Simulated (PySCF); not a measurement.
# Cl+ (chlorine, charge +1) across methods

[Ne] 3s1 3p5, 3s spin antiparallel (an excited configuration). All numbers are calculated (PySCF 2.14, no relativity, point nucleus, in aug-cc-pwCVDZ).

```tsv
method	E (hartree)	mean ε 3s β (eV)	mean ε 3p β (eV)	mean ε 3p α (eV)	Σ⟨r²⟩ (bohr²)	⟨S²⟩
wB97M-V	-459.1063	-37.522	-23.904	-23.560	21.51	1.000
PW91	-459.1471	-32.578	-20.006	-20.031	21.35	1.000
PBEsol	-458.2867	-32.469	-19.882	-19.939	21.39	1.000
M06-L	-459.1100	-33.441	-20.348	-20.218	21.39	1.001
PBE0	-458.9762	-35.016	-21.699	-21.213	21.43	1.001
UHF	-458.38674	-41.489	-26.052	-23.731	21.85	1.006
r2SCAN	-459.0938	-33.355	-20.471	-20.279	21.45	1.001
LDA	-457.6676	-32.575	-19.975	-20.068	21.40	1.000
PBE	-458.9729	-32.541	-19.961	-19.987	21.38	1.000
```

With the s spin flipped the determinant is a mixture of two multiplicities, not a spectroscopic state.
